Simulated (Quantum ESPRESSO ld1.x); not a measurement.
Results of a calculation; reference values are marked as such.
All-electron atom: Zn in [Ar] 3d10 4s2.

Code: ld1.x of Quantum ESPRESSO 7.5. Model: Dirac Kohn-Sham, relativistic LDA (MacDonald-Vosko exchange, VWN5 correlation), spin-unpolarised, spherical densities, point nucleus.

Energy parts (eV):
part                     energy
total                  -48757.8
kinetic                 49558.6
electron-nucleus      -117669.2
Hartree                 21181.4
exchange-correlation    -1828.5

Orbitals (lengths in bohr, moments of r in powers of bohr; r(max) is where P^2 peaks; r(90%) holds 90 % of the orbital's charge):
orbital  occ.  eigenvalue (eV)     <r^2>       <r^4>  r(90%)   r(max)
1s1/2       2         -9476.05  0.003427  0.00003019  0.0902  0.03302
2s1/2       2         -1153.16   0.06069    0.006402   0.351   0.1899
2p1/2       2         -1017.68   0.04735    0.004545   0.322   0.1503
2p3/2       4         -993.970   0.04887    0.004814   0.326   0.1531
3s1/2       2         -128.263    0.5398      0.4770    1.03   0.5894
3p1/2       2         -85.1981    0.5919      0.6243    1.09   0.5869
3p3/2       4         -82.1324    0.6104      0.6650    1.11   0.5952
3d3/2       4         -10.6695     1.118       3.905    1.60   0.5618
3d5/2       6         -10.3116     1.142       4.103    1.62   0.5648
4s1/2       2          -6.2077     8.142       119.1    4.08    2.080
4p1/2       0          -1.2763     20.61       902.2    6.66    2.992
4p3/2       0          -1.2101     21.43       977.4    6.79    3.052

The highest occupied level is 4s1/2 at -6.208 eV. For comparison, the ionisation energy in NIST's Atomic Spectra Database is 9.394 eV (measured). In exact Kohn-Sham theory the highest level is minus the ionisation energy, but local and semilocal functionals leave it too shallow, through self-interaction and a potential that decays too fast; potentials with the right tail come closer.
